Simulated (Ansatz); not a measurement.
System: Se, charge 0, triplet.

Total energies in cc-pV5Z, 6 correlated electrons, 14 frozen orbitals. Radicals and triplets start from unrestricted determinants; spin-orbit coupling is neglected. Cores are frozen in correlated methods (noble-gas shells, and filled d and f shells in the p block). No relativity.

| method | program | energy (Eh) | minus CCSDT(Q) (mEh) |
|---|---|---|---|
| HF | Ansatz | -2399.87534 | 136.03 |
| MP2 | Ansatz | -2399.98980 | 21.57 |
| CCSD | Ansatz | -2400.00586 | 5.51 |
| CCSD(T) | Ansatz | -2400.01064 | 0.73 |
| CCSDT(Q) | Ansatz | -2400.01137 | 0.00 |

Ansatz is a program for electronic structure.
